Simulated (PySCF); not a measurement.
Nuclear quadrupole coupling in `CCC[P@H](=O)CCP`

Compound: C5H14OP2.
Structure used (GFN2-xTB), in Å, numbered top down from 1:
```
atom  x, y, z in Å
C1    -2.7046   -0.1713    1.3094
C2    -2.6212    0.2666   -0.1448
C3    -1.4291   -0.3696   -0.8482
P4     0.1305    0.1645   -0.0445
O5     0.1958    1.5906    0.2815
C6     1.4670   -0.3963   -1.1672
C7     2.8003    0.1135   -0.6380
P8     3.0773   -0.4681    1.1132
H9    -3.5788    0.2614    1.7902
H10   -2.7689   -1.2554    1.3859
H11   -1.8170    0.1678    1.8439
H12   -3.5421    0.0045   -0.6723
H13   -2.5035    1.3518   -0.1839
H14   -1.4931   -1.4588   -0.8401
H15   -1.3815   -0.0311   -1.8888
H16    0.2715   -0.6913    1.0480
H17    1.2661    0.0220   -2.1600
H18    1.4606   -1.4854   -1.2355
H19    2.8127    1.2059   -0.6611
H20    3.6236   -0.2621   -1.2546
H21    2.4103    0.5960    1.7171
H22    4.3137    0.1595    1.2490
```

Field gradients from the PBE0/pcSseg-1 density (PySCF, non-relativistic), principal values in atomic units, ordered |Vxx| ≤ |Vyy| ≤ |Vzz|:

```json
{"atom": "O5", "Vxx": "-0.4044", "Vyy": "-0.4152", "Vzz": "0.8196"}
```

Task: Find the asymmetry η = (Vxx − Vyy)/Vzz and the couplings χ = eQV/h (234.96 MHz × Q in barn × V in au), with Q(17O) = −0.0256 b.

Result: 
| atom | environment | nucleus | η | χzz (MHz) | χxx (MHz) | χyy (MHz) |
| --- | --- | --- | --- | --- | --- | --- |
| O5 | phosphoryl oxygen | 17O | 0.01 | -4.930 | 2.433 | 2.497 |

The gradient is axial or nearly so (η below 0.05) at O5. The tensor is traceless: Vxx + Vyy + Vzz = 0.

Task: What is Vzz at O5 in SI units (1 au = 9.71736 × 10²¹ V/m²)?

Result: 0.8196 au = 7.965 × 10²¹ V/m².

Task: What couplings would deuterons (Q(2H) = 0.00286 b) have in place of the hydrogens, at this geometry?

Result: 
```
atom  bonded to  bond length (Å)  Vzz (au)     η  χzz (kHz)
  H9         C1            1.087    0.3162  0.02        212
 H10         C1            1.089    0.3133  0.02        211
 H11         C1            1.090    0.3059  0.05        206
 H12         C2            1.093    0.3029  0.03        204
 H13         C2            1.092    0.2967  0.03        199
 H14         C3            1.091    0.3084  0.02        207
 H15         C3            1.095    0.3003  0.02        202
 H16         P4            1.395    0.1842  0.02        124
 H17         C6            1.096    0.2994  0.02        201
 H18         C6            1.091    0.3065  0.02        206
 H19         C7            1.093    0.2991  0.03        201
 H20         C7            1.095    0.3014  0.02        203
 H21         P8            1.394    0.1958  0.09        132
 H22         P8            1.393    0.2028  0.08        136
```

One conformer (not necessarily the lowest) at the GFN2-xTB geometry, without solvent, vibrations or thermal averaging. GFN2-xTB bond lengths can be off by several hundredths of an ångström, more for odd bonds, and the gradients follow them. The small basis limits the accuracy of the gradients.

The run behind these numbers computed NMR shieldings as well. Cost: about 2.6 min of CPU time on one thread (grids of density and orbitals included); the machine was shared, so the figure is rough.
